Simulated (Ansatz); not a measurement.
Mulliken charges of Cl2GeH4Sn, SMILES `[Cl][SnH]([Cl])[GeH3]` from r2SCAN/def2-TZVPP in Ansatz (PBE0-D4/def2-TZVP geometry).

| atom | x (Å) | y (Å) | z (Å) | charge (e) |
| --- | --- | --- | --- | --- |
| Cl1 | 1.470 | -1.578 | 1.904 | -0.374 |
| Sn2 | 1.163 | 0.073 | 0.287 | 0.762 |
| Cl3 | 2.293 | -0.685 | -1.606 | -0.374 |
| Ge4 | -1.367 | 0.166 | -0.288 | 0.041 |
| H5 | 2.032 | 1.431 | 0.836 | -0.097 |
| H6 | -2.142 | 0.587 | 0.966 | 0.011 |
| H7 | -1.575 | 1.186 | -1.414 | 0.011 |
| H8 | -1.781 | -1.237 | -0.740 | 0.020 |

Task: By hand: the dipole of these point charges (1 e Å = 4.8032 D).

Result: Σ q r = (-0.851, 0.765, -0.005) e Å, of length 1.144 e Å = 5.49 D.

Task: How does the dipole of the full density compare? (Best estimate.)

Result: Ansatz gave: (-0.525, 0.479, -0.001) e Å, 3.41 D; the point charges give 1.61 times that, at 0° from its direction.

Point charges leave out the atoms' own dipoles, such as those of lone pairs, and Mulliken's split depends on the basis, so the two needn't agree.
